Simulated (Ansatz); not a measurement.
Basis-set series for CH7GaO2Si (`[CH3][GaH][O][SiH2]O`). Charge 0, multiplicity 1. The geometry is a stationary point of PBE0-D4/def2-TZVP. It is one conformer, not always the lowest.

```json
{"functional": "PBE0-D4", "basis": "def2-TZVPP", "functions": "281", "energy (Eh)": "-2406.75058", "HOMO (eV)": "-7.63", "LUMO (eV)": "-0.37"}
{"functional": "PBE0-D4", "basis": "def2-QZVPP", "functions": "540", "energy (Eh)": "-2406.81588", "HOMO (eV)": "-7.65", "LUMO (eV)": "-0.56"}
{"functional": "ωB97M-V", "basis": "def2-TZVPP", "functions": "281", "energy (Eh)": "-2407.13634", "HOMO (eV)": "-9.87", "LUMO (eV)": "1.23"}
{"functional": "ωB97M-V", "basis": "def2-QZVPP", "functions": "540", "energy (Eh)": "-2407.19876", "HOMO (eV)": "-9.89", "LUMO (eV)": "0.79"}
```

**Question.** Give the rows for def2-SVP. (Best estimate.)

**Answer.** Computed: 
```json
{"functional": "PBE0-D4", "basis": "def2-SVP", "functions": "127", "energy (Eh)": "-2406.15892", "HOMO (eV)": "-7.54", "LUMO (eV)": "-0.04"}
{"functional": "ωB97M-V", "basis": "def2-SVP", "functions": "127", "energy (Eh)": "-2406.53824", "HOMO (eV)": "-9.76", "LUMO (eV)": "1.69"}
```

Positive LUMOs are unbound and depend on the basis. Scalar relativity is left out up to krypton.
